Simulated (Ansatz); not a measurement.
Ansatz (a quantum-chemistry and plane-wave program) input:
A basis named .json is the Basis Set Exchange file of that set.

Ansatz 0.2 input:
```yaml
crystal:
  periodic: [false, false, false]
  atoms:
    - {symbol: C, position_ang: [0.01856678, 0.00586762, 0.50929403]}
    - {symbol: Cl, position_ang: [0.82549883, -1.21861678, -0.10606132]}
    - {symbol: Cl, position_ang: [-0.83205181, 1.21654586, -0.07368951]}
basis:
  gaussian:
    orbitals: aug-cc-pV_D+d_Z.json
total_charge: 1
magnetization: {spin_polarized: true, initial_magnetization: 1}
correlation: {method: ccsd_t, electrons: outside_noble_gas}
output: {forces: true}
```

Question: What final total energy does it print?

Answer: -956.91608 Eh (CCSD(T)/aug-cc-pV(D+d)Z). The basis has 87 functions.
